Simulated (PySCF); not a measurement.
Mo(S)2(F)(Me) (CH3FMoS2), SMILES [CH3][Mo]([F])(=[S])=[S], multiplicity 1. Geometry: PBE-D3(BJ)/def2-SVP. The multiplicity is an assumed one; no other spin state was optimised. The structure was generated by enumeration; whether it is a known compound was not checked. The def2 effective core potentials stand for the cores of Mo; spin–orbit coupling is left out.

**Question.** Give the equilibrium geometry at PBE-D3(BJ)/def2-SVP (PySCF confirms it by a frequency run) as a Z-matrix, and its point group. (An estimate is asked for; the answer gives what the named calculation found.)

**Answer.** point group Cs.
```
Mo
F 1 1.8539
C 1 2.0885 2 110.70
H 3 1.1075 1 113.11 2 180.00
H 3 1.1115 4 109.33 1 -119.37
H 3 1.1115 4 109.33 5 -121.26
S 1 2.1206 2 114.03 3 116.79
S 1 2.1206 2 114.03 3 -116.79
```
Charge 0, spin multiplicity 1.
